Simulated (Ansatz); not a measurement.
A nudged elastic band was laid between two geometries of CH6N2OSi (11 atoms, charge 0, multiplicity 1).

The calculation used RKS CAM-B3LYP/6-31G (Ansatz 0.2.0).

| Quantity | Value |
| --- | --- |
| movable images | 2 |
| climbing image | no |
| spring | 5.0 eV/Å² |
| optimiser | quadratic models (default) |
| start path | IDPP |
| force threshold | 0.05 eV/Å |
| iteration limit | 60 |
| end points | relaxed |

Image 0:

```xyz
11
Properties=species:S:1:pos:R:3
N -0.853 0.204 1.441
C 0.009 -0.619 0.778
O 0.305 -1.708 1.572
N 0.522 -0.507 -0.382
Si 0.400 0.693 -1.666
H -1.182 1.054 1.019
H -1.160 -0.046 2.364
H 0.921 -2.283 1.080
H -0.510 1.855 -1.318
H 1.756 1.250 -1.963
H -0.142 0.050 -2.904
```

Image 3:

```xyz
11
Properties=species:S:1:pos:R:3
N -1.286 -0.905 0.612
C 0.024 -0.581 0.807
O 0.493 -1.227 1.931
N 0.790 0.180 0.132
Si 0.580 1.155 -1.320
H -1.801 -0.527 -0.163
H -1.739 -1.530 1.254
H 1.430 -0.982 2.052
H 0.859 2.590 -1.006
H 1.534 0.695 -2.376
H -0.818 1.075 -1.900
```

Q: Which bonds break or form, and what moves?

A: No bond is made or broken. The dihedral C2–N4–Si5–H9 goes from 0 to 120°. The two ends are copies of one structure, up to a mirror image or an exchange of like atoms.

Q: What energy profile does the band end with?

A: It converged. The highest image is number 1 of 0 to 3, 2.1 kJ/mol above the ends, which have the same energy within 2 meV. No image climbed, so the highest image needn't sit at the top of the path. So few images can step over the top or miss a turn of the path. Limits of this set-up: no polarisation functions.

```csv
image,path coordinate (Å),energy (kJ/mol),dihedral C2–N4–Si5–H9 (°)
0,0.00,0.0,0
1,1.39,2.1,40
2,2.77,2.0,80
3,4.16,0.0,120
```

Q: What is the geometry of the highest image?

A: 
```xyz
11
Properties=species:S:1:pos:R:3:forces:R:3
N -1.211 -0.188 1.161 -0.01 0.00 0.00
C 0.026 -0.616 0.779 0.04 0.01 0.00
O 0.479 -1.560 1.677 0.00 -0.01 0.00
N 0.745 -0.275 -0.214 -0.02 -0.01 0.01
Si 0.541 0.863 -1.544 0.00 0.02 -0.02
H -1.702 0.513 0.636 0.00 0.01 0.01
H -1.628 -0.568 1.992 0.00 0.01 0.00
H 1.366 -1.848 1.390 -0.01 -0.01 0.00
H -0.107 2.157 -1.107 -0.01 -0.01 0.00
H 1.879 1.183 -2.121 0.00 0.00 0.01
H -0.323 0.283 -2.628 0.01 -0.01 0.00
```

Run time: 59 s on 1 thread of Intel(R) Xeon(R) Processor @ 2.70GHz, on a shared host, peak memory 0.17 GiB.
